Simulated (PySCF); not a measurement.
C5H15Nb, SMILES [CH3][Nb]([CH3])([CH3])([CH3])[CH3], multiplicity 1. Atoms are numbered in the order given.

```xyz
21

Nb     0.0437    -0.0539    -0.1140
C      1.4249    -0.3430     1.5484
H      1.1114     0.1164     2.4987
H      2.3995     0.0858     1.2534
H      1.5595    -1.4274     1.7071
C     -1.8867     0.9371    -0.3273
H     -1.7849     1.7042    -1.1160
H     -2.2652     1.4205     0.5869
H     -2.6272     0.1912    -0.6657
C      0.7018     2.0101     0.1332
H      1.8060     2.0236     0.1086
H      0.3637     2.4964     1.0615
H      0.3305     2.5941    -0.7277
C      0.7319    -0.9543    -1.9443
H     -0.1210    -1.2843    -2.5671
H      1.3648    -1.8376    -1.7363
H      1.3309    -0.2386    -2.5389
C     -1.1629    -1.4158     1.0874
H     -0.5503    -2.3072     1.3118
H     -2.0267    -1.7360     0.4780
H     -1.5364    -0.9978     2.0353
```

The structure is a stationary point at B3LYP-D3(BJ)/def2-SVP. The spin state was assumed, not searched. The def2 effective core potentials stand for the cores of Nb; spin–orbit coupling is left out.

These are TDA-ωB97X/def2-SVPD (PySCF 2.14.0) values and carry that method's errors.

Vertical excitations. The molecule is in vacuum.

| state | energy (eV) | λ (nm) | f | main pairs |
|---|---|---|---|---|
| S1 | 3.68 | 337 | 0.013 | HOMO−1→LUMO 73 %, HOMO→LUMO 25 % |
| S2 | 3.68 | 337 | 0.013 | HOMO→LUMO 73 %, HOMO−1→LUMO 25 % |
| S3 | 4.19 | 296 | 0.000 | HOMO−2→LUMO 95 % |
| S4 | 4.59 | 270 | 0.000 | HOMO−3→LUMO 45 %, HOMO−1→LUMO+1 26 %, HOMO→LUMO+2 26 % |
| S5 | 4.69 | 264 | 0.000 | HOMO−1→LUMO+1 48 %, HOMO→LUMO+2 47 % |
| S6 | 4.80 | 258 | 0.000 | HOMO→LUMO+1 47 %, HOMO−1→LUMO+2 47 % |
| T1 | 3.28 | 378 | 0 | HOMO−1→LUMO 86 % |
| T2 | 3.28 | 378 | 0 | HOMO→LUMO 86 % |
Triplets are in the Tamm–Dancoff approximation.
